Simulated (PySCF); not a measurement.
Computed shifts of a molecule C3H3BF2, PBE/pcSseg-1 in PySCF, GIAO, gas phase, equivalent atoms averaged, in ppm (number of nuclei): ¹³C: 109.4 (1), 90.8 (1), 86.3 (1). ¹⁹F: -39.1 (1), -321.8 (1). ¹H: 4.89 (2), 3.41 (1). References: ¹³C against TMS (σ = 182.0 ppm); ¹¹B against BF3 (σ = 83.9 ppm); ¹⁹F against CFCl3 (σ = 133.6 ppm); ¹H against TMS (σ = 31.49 ppm), references at their B3LYP-D3(BJ)/def2-TZVP geometries, non-relativistic. Geometry: B3LYP-D3(BJ)/def2-SVP. The values are those of a single conformer.

**Question.** Which structure fits?
A. C=C=CB(F)F
B. C#CCB(F)F
C. FB1C=C(F)C1
D. C#CB(F)CF

**Answer.** D, C#CB(F)CF
